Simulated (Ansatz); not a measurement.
`NB1CS1` + H–F → `FB1CS1` + NH₃ at 298.15 K and 1 bar (ligand exchange at a B–N bond).

Isolated molecules relaxed with PBE0-D4/def2-TZVP in Ansatz; ΔE leaves out vibrations. CBS: MP2 limit from def2 TZ/QZ plus the TZ coupled-cluster correction, frozen cores. This one scheme is used for every species. One conformer a species, not always the lowest.

```json
{"species": "`NB1CS1`", "CCSD(T)/CBS energy (Eh)": "-517.77714", "H − E (kJ/mol)": "169.6", "S (J/(mol·K))": "288.4"}
{"species": "H–F", "CCSD(T)/CBS energy (Eh)": "-100.39570", "H − E (kJ/mol)": "33.5", "S (J/(mol·K))": "173.6"}
{"species": "`FB1CS1`", "CCSD(T)/CBS energy (Eh)": "-561.66504", "H − E (kJ/mol)": "103.1", "S (J/(mol·K))": "281.4"}
{"species": "NH₃", "CCSD(T)/CBS energy (Eh)": "-56.50880", "H − E (kJ/mol)": "100.5", "S (J/(mol·K))": "192.4"}
```

H − E and S are ideal-gas, rigid-rotor, harmonic terms from PBE0-D4/def2-TZVP, for one conformer and one mirror image of each species. 1 Eh = 2625.50 kJ/mol, R = 8.31446 J/(mol·K).

Problem. By hand: ΔE, ΔH, ΔS and ΔG.

Solution. ΔE = (-561.66504) + (-56.50880) − (-517.77714) − (-100.39570) = -0.00100 Eh = -2.6 kJ/mol. Δ(H − E) = 103.1 + 100.5 − 169.6 − 33.5 = 0.5, so ΔH = -2.1 kJ/mol. ΔS = 281.4 + 192.4 − 288.4 − 173.6 = 11.8 J/(mol·K). ΔG = -2.1 − 298.15 × (11.8)/1000 = -5.6 kJ/mol.

Problem. By hand: the equilibrium constant, and the temperature at which ΔG would vanish if ΔH and ΔS stayed fixed.

Solution. log₁₀ K = −ΔG/(RT ln 10) = 1.0. ΔH and −TΔS have one sign here, so there is no such temperature.

TΔS isn't small against ΔH here. The sign of ΔG lies within the doubt. A doubt of 5 kJ/mol in ΔE shifts log₁₀ K by 0.9 here. Other conformers and mirror images would add mixing entropy, several J/(mol·K) or more a flexible species. These are equilibria of isolated gas molecules and say nothing of rates. Largest T1 diagnostic: 0.014 (customary marks: 0.02 for closed shells, 0.045 for open ones).

ΔS is within the doubt of such terms, so its sign, and with it that verdict, could turn.
